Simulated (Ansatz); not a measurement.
Gas-phase electronic energies from Ansatz, PBE0-D4/def2-TZVP geometries. CCSD(T)/CBS is the MP2 limit (def2-TZVPP, def2-QZVPP) plus CCSD(T) − MP2 in def2-TZVPP, frozen cores. DFT in def2-TZVPP. B3LYP here is the variant with VWN-RPA as its local correlation; programs differ in this. def2 core potentials past Kr. For Ge, In outer-core shells are correlated without core-valence functions, which leaves a few kJ/mol of doubt a bond. Scalar relativity is left out up to krypton.

`[F][GeH2][F]` + `C=[C](F)[InH2]` → `[F][GeH2][InH2]` + `C=C(F)F`  (formal exchange of groups at a Ge–F bond)

`[F][GeH2][F]`:

Z-matrix (Å, degrees):
```
Ge
F 1 1.724
F 1 1.724 2 105.0
H 1 1.527 2 107.9 3 -114.9
H 1 1.527 2 107.9 3 114.9
```

`C=[C](F)[InH2]`:

Cartesian coordinates in Å:
```
C 1.211 0.328 0.824
C 0.571 0.182 -0.330
F 1.259 0.431 -1.472
In -1.486 -0.422 -0.524
H 2.251 0.637 0.870
H 0.689 0.136 1.753
H -2.302 -0.730 0.960
H -2.194 -0.563 -2.081
```

`[F][GeH2][InH2]`:

Z-matrix (Å, degrees):
```
Ge
In 1 2.616
F 1 1.757 2 108.3
H 1 1.545 2 115.3 3 -116.5
H 1 1.545 2 115.3 3 116.5
H 2 1.727 1 118.5 3 179.8
H 2 1.720 1 120.3 3 -0.2
```

`C=C(F)F`:

```xyz
6

C    -0.641   -0.009    0.352
C     0.511    0.007   -0.281
F     0.705   -0.407   -1.512
F     1.644    0.440    0.222
H    -0.699    0.354    1.366
H    -1.520   -0.386   -0.148
```

CCSD(T)/CBS gives +17.0 kcal/mol.

(1) Another level gave +14.1 kcal/mol. Which?
A. B3LYP/def2-TZVPP
B. revPBE/def2-TZVPP
C. BHLYP-D4/def2-TZVPP
D. CCSD/def2-TZVPP

Largest T1 diagnostic among the species: 0.014.

## Answers

(1) C. BHLYP-D4 14.1, B3LYP 13.1, revPBE 11.3, CCSD/def2-TZVPP 16.9 kcal/mol.

In def2-TZVPP, CCSD(T) changes the Hartree–Fock value by +1.7 kcal/mol (the triples alone add +0.6 kcal/mol) and MP2 by +3.8 kcal/mol. Leaving LDA and LC-ωPBE aside and taking each functional with its dispersion term where it has one, the values, not all of them listed here, spread over 5.2 kcal/mol, from PBE-D4 to B2PLYP. LDA lies −3.2 kcal/mol from PBE without D4.
